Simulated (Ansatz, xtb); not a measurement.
Two conformers of C2H5BrSi

We compare I, `C=C[SiH2]Br`, a singlet, with II, `C=C[SiH2]Br`, a singlet. Both are isolated molecules in the gas phase, relaxed with PBE-D3(BJ)/def2-SVP.

I (Å):

```xyz
9

C    -1.2018    2.7902   -0.4016
C    -0.7669    1.9731    0.5793
Br   -0.5049   -1.3953    0.7357
Si    0.4487    0.5900    0.2653
H    -1.9129    3.6120   -0.2077
H    -0.8661    2.6747   -1.4472
H    -1.1418    2.1249    1.6083
H     1.6600    0.6988    1.1468
H     0.8497    0.5950   -1.1819
```

II (Å):

```xyz
9

C    -0.5268    2.2405    0.4284
C    -1.7827    2.2384   -0.0577
Br   -0.1812   -0.7993   -1.0142
Si    0.7217    0.8653    0.1970
H    -0.1847    3.1158    1.0147
H    -2.4746    3.0809    0.1124
H    -2.1692    1.3890   -0.6475
H     1.9417    1.3556   -0.5310
H     1.1512    0.2931    1.5187
```

Question: Estimate which is lower in electronic energy at CCSD(T)/def2-SVP + ΔMP2/def2-TZVPP, and by roughly how much.

Answer: Too close to call at this level: CCSD(T)/def2-SVP + ΔMP2/def2-TZVPP gives E(II) − E(I) = −0.001 eV.

Level by level:

| level | geometry | E(II) − E(I) (eV) | departure from the last row (eV) | job, with rough time for the two |
| --- | --- | --- | --- | --- |
| PBE-D3(BJ)/def2-SVP | PBE-D3(BJ)/def2-SVP | −0.008 | −0.006 | optimisation, 24 s |
| HF/def2-SVP | PBE-D3(BJ)/def2-SVP | +0.016 | +0.018 | part of the CCSD(T) run |
| MP2/def2-SVP | PBE-D3(BJ)/def2-SVP | −0.001 | +0.001 | part of the CCSD(T) run |
| CCSD(T)/def2-SVP | PBE-D3(BJ)/def2-SVP | −0.004 | −0.003 | single point |
| CCSD(T)/def2-SVP + ΔMP2/def2-TZVPP | PBE-D3(BJ)/def2-SVP | −0.001 |  | single point, 30 s |

The largest departure from CCSD(T)/def2-SVP + ΔMP2/def2-TZVPP is that of HF/def2-SVP, 0.018 eV. Levels run at GFN2-xTB geometries aren't shown. The last row adds to CCSD(T) the change of the MP2 difference between the two basis sets, here +0.003 eV.

With harmonic frequencies from PBE-D3(BJ)/def2-SVP (ideal gas, rigid rotor, one conformer each, 298.15 K, 1 atm): on the last row, ΔE + ΔZPE = −0.003, ΔH = −0.005, ΔG = +0.003 eV.

The correlated steps freeze 16 core orbitals; the filled d shell of Br is correlated, in a basis made for valence electrons. Mirror images aren't counted in ΔG. Run with Ansatz 0.2.0; the last row on 2 threads of Arm Neoverse V1 on a shared host.
